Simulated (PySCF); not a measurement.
TaNCl₂ + H₂O → TaON + 2 HCl

Level: PBE0 in the def2-TZVP basis family, computed in PySCF with density fitting; scalar-relativistic core potentials for atoms from Rb on, none lighter, no spin–orbit coupling; open shells unrestricted.

```json
{"species": "TaNCl₂", "state and structure": "singlet, Cs, Ta–Cl 2.305 Å (×2), Ta–N 1.680 Å; Cl–Ta–Cl 114.6°, Cl–Ta–N 106.7° (×2)", "E (Eh)": "-1031.92361", "ZPE (kJ/mol)": "14.3", "H(298 K) − H(0) (kJ/mol)": "16.5", "S° (J/(mol K))": "336.9"}
{"species": "H₂O", "state and structure": "singlet, C2v, O–H 0.960 Å (×2); H–O–H 105.1°", "E (Eh)": "-76.37736", "ZPE (kJ/mol)": "56.5", "H(298 K) − H(0) (kJ/mol)": "9.9", "S° (J/(mol K))": "188.7"}
{"species": "TaON", "state and structure": "singlet, Cs, Ta–N 1.706 Å, Ta–O 1.748 Å; N–Ta–O 105.0°", "E (Eh)": "-186.81374", "ZPE (kJ/mol)": "13.9", "H(298 K) − H(0) (kJ/mol)": "11.0", "S° (J/(mol K))": "278.5"}
{"species": "HCl", "state and structure": "singlet, C∞v, H–Cl 1.279 Å", "E (Eh)": "-460.66440", "ZPE (kJ/mol)": "17.9", "H(298 K) − H(0) (kJ/mol)": "8.7", "S° (J/(mol K))": "186.6"}
```

Q: What is the electronic reaction energy?

A: At PBE0/def2-TZVP, ΔE = 416.0 kJ/mol from the differences of the total energies times 2625.5, uphill. 

Q: Add zero-point, thermal and entropy terms for 298.15 K and 1 bar.

A: ΔZPE = -21.1 and Δ[H(298) − H(0)] = 2.0 kJ/mol give ΔH° = 396.9 kJ/mol. ΔS° = 126.1 J/(mol K), so ΔG° = 396.9 − 298.15 × (0.1261) = 359 kJ/mol.

Spin–orbit coupling can matter for TaNCl₂, TaON and is left out. The structures come from searches over a few start shapes, so lower isomers are not excluded.
